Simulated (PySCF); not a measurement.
Run times: gallium in x2c-QZVPPall with one added diffuse shell each of s, p, d, f type

Measured wall times of calculations with PySCF 2.14 in x2c-QZVPPall with one added diffuse shell each of s, p, d, f type (12s8p6d5f1g, 110 functions), with scalar relativity by spin-free X2C-1e, run from one Python driver. Hardware: 1 thread of Neoverse-V1 on a shared host, 1.3 GiB allowed. The two-electron integrals over 110 functions were computed once and kept in memory (1.7 CPU seconds with the set-up); the times below exclude them. Kohn-Sham runs start from converged Hartree-Fock orbitals.

Launch command (the driver calls PySCF for each step listed in the task file):

```bash
OMP_NUM_THREADS=1 python atomrun2.py TASK.json OUT
```

```csv
species,step,iterations,wall time (s)
Ga [Ar] 3d10 4s1 4p1 4d1,UHF with spin-orbit constants,7,3.4
Ga [Ar] 3d10 4s1 4p1 4d1,LDA,6,2.1
Ga [Ar] 3d10 4s1 4p1 4d1,PBE,7,3.7
Ga [Ar] 3d10 4s1 4p1 4d1,PBE0,7,5.1
Ga [Ar] 3d10 4s1 4p1 4d1,r2SCAN,7,9
Ga [Ar] 3d10 4s1 4p1 4d1,r2SCANh,7,10
Ga [Ar] 3d10 4s1 4p1 4d1,LC-wPBE,8,7.4
Ga [Ar] 3d10 4s1 4p1 4d1,MP2 (3 electrons),,0.32
Ga [Ar] 3d10 4s1 4p1 4d1,MP2 (21 electrons),,1.8
```

Peak memory of the process: 0.61 GiB. Times on a shared host vary from run to run.
